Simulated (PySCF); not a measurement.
Constitutional and geometric isomers with formula C2H3B. Isolated molecules, 0 K electronic values unless said otherwise. Strings in code marks are SMILES.

The HOMO from two functionals at the same geometries (PBE0-D3(BJ)/def2-TZVP), both in PySCF: PBE-D3(BJ)/def2-TZVP and ωB97X-D3(BJ)/def2-TZVP. 

| species | ωB97X-D3(BJ)/def2-TZVP (eV) |
|---|---|
| `B1C=C1` | -10.52 |
| `B=C=C` | -8.70 |
| `BC#C` | -10.52 |

Problem. What does PBE-D3(BJ)/def2-TZVP give for each?

Solution. 
- `B1C=C1`: -6.70
- `B=C=C`: -5.26
- `BC#C`: -6.88
Over these rows, drawn at random from the members with no instability flagged (it was tested for open shells, ions and some series alone), PBE minus ωB97X-D3(BJ): mean +3.63 eV, from +3.44 eV to +3.82 eV.
